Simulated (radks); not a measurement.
Q: The chlorine ion Cl+, configuration [He] 2s2 2p5 3s2 3p5 (not the ground configuration). Method: scalar-relativistic Kohn-Sham, LDA (Slater exchange, Perdew-Wang correlation), spin-polarised, spherical densities, finite nucleus; open shells are filled with parallel spins first; Fermi nuclear charge, rms radius 3.3654 fm; computed with a radial shooting solver on a logarithmic mesh with Libxc functionals. Some entries of the table are withheld. Estimate them.

orbital,occ.,eigenvalue (hartree),r(max) (bohr)
1s up,1,-102.7074,0.05963
1s down,1,-102.6060,0.05961
2s up,1,-10.63031,0.3580
2s down,1,-10.47967,0.3588
2p up,3,-8.51377,0.2953
2p down,2,-8.34083,0.2963
3s up,1,-1.31345,1.202
3s down,1,-1.26260,1.210
3p up,3,-0.82773,1.283
3p down,2,-0.78157,1.298
4s up,0,(1),3.683
4s down,0,(2),3.755
3d up,0,-0.17989,(3)
3d down,0,-0.15752,(4)

A: 
(1) 4s up eigenvalue (hartree): -0.21358
(2) 4s down eigenvalue (hartree): -0.20736
(3) 3d up r(max) (bohr): 1.702
(4) 3d down r(max) (bohr): 1.855
